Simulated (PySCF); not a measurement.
**A thermochemical cycle for RbCl**

PBE0 in PySCF with def2-SVP on every atom (core potentials on Rb), for the lowest determinant that a PBE0 search found; no spin–orbit coupling. RbCl, a singlet (closed shell), has De = 4.11 eV to neutral atoms, and RbCl⁺, a doublet (π ↑), has De = 0.27 eV to Rb⁺ + Cl.

The adiabatic ionisation energy of RbCl, between the minima, is 8.05 eV.

Problem. Which ionisation energy of the Rb atom does this level give?

Solution. IE(Rb) = IE(molecule) + De(ion) − De(neutral) = 8.05 + 0.27 − 4.11 = 4.21 eV; the measured value is 4.177 eV (NIST ASD).

Weak bonds: RbCl⁺. Basis-set superposition, not corrected here, can be much of De in a small basis, most of all at correlated wavefunction levels. Spin–orbit coupling is left out. For an ion De counts to the pair picked by the measured ionisation energies or electron affinities, which need not be the lowest pair at this level. States were picked by a PBE0 search and need not be the measured ground states.
